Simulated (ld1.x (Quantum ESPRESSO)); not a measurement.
What one change does to a pseudopotential (Ga, PAW)

gallium, PAW, made with ld1.x (Quantum ESPRESSO) 7.5 (PBE, scalar-relativistic). Core [Ar] 3d10, reference 4s2 4p0.5 (charge +0.5). Waves: 4s (bound): rcut 1.65, rcutus 2.00 bohr; 4s channel at 0.75 Ry: rcut 1.65, rcutus 2.00 bohr; 4p (bound): rcut 1.65, rcutus 2.30 bohr; 4p channel at -0.05 Ry: rcut 1.65, rcutus 2.30 bohr; 4d channel at -0.2 Ry: rcut 1.55, rcutus 1.70 bohr. Local part: all-electron potential smoothed inside 2.25 bohr (lloc = -1). Core correction: Bessel-smoothed model core inside 0.95 bohr. Augmentation charge: PSQ, inside the norm-conserving radii.

All-electron outer shells of the reference configuration (PBE, scalar-relativistic, ld1.x):

```csv
shell,level (eV),outermost node (bohr),outermost maximum (bohr)
4s,-12.43,0.81,1.87
4p,-5.62,0.87,2.41
```

Change: core correction a·sin(br)/r model core, default radius (ld1.x builds one for every PAW set, though the input has nlcc=.false.).

Cutoffs: the cutoffs (Ry, on a coarse ladder) from which the occupation-weighted sum of valence levels, in a spherical-Bessel basis at the reference potential, stays within 10 and 1 mRy of its value at 400 Ry; they do not see the model core or the augmentation charge, which bear on the density cutoff. Errors are all-electron minus pseudo energies relative to the spin-unpolarised reference configuration.

Q: How do hardness, ghosts and transferability respond?

A: Both files are so soft that the ladder of cutoffs tells neither apart; both files keep a bound ghost (d); of the 7 tests that both files solve, the error grows in 0 and shrinks in 6 by more than 15 % and 0.3 meV (median size 11.5 → 3.4 meV); the range in which the s phases agree widens (upper end 3.7 → at the end of the scan). A model core, the more so a compact one, raises the density cutoff, which this test does not measure.

```csv
quantity,base,changed
"cutoff, loose",6 Ry,6 Ry
"cutoff, tight",10 Ry,10 Ry
bound ghosts,d,d
"error for 4s2 4p1, meV [ΔE -2.03 eV]",-1.5,-0.7
"error for 4s2 4p0, meV [ΔE 3.66 eV]",-5.2,+3.4
"error for 4s1 4p0, meV [ΔE 24.79 eV]",-169,-123
"error for 4s0 4p3, meV [ΔE 11.34 eV]",-57,-34
"error for 4s2 4p1.3, meV [ΔE -2.56 eV]",-2.6,+0.4
"error for 4s1 4p1, meV [ΔE 11.03 eV]",-40,-35
"error for 4s1 4p2, meV [ΔE 4.51 eV]",-11,-0.5
s: phases at 2.52 bohr within 0.05 rad from the reference energy up to (Ry; the scan ends near 5),3.7,to the end of the scan
p: phases at 2.52 bohr within 0.05 rad from the reference energy up to (Ry; the scan ends near 5),4.0,4.2
d: phases at 2.52 bohr within 0.05 rad from the reference energy up to (Ry; the scan ends near 5),0.6,0.6
lowest overlap eigenvalue by channel,"s 0.41, p 0.70, d 0.22","s 0.41, p 0.70, d 0.22"
```

 A true bound ghost makes a file unfit for plane-wave use even where its test errors are small: the radial tests pick states by their node count and pass the ghost by.
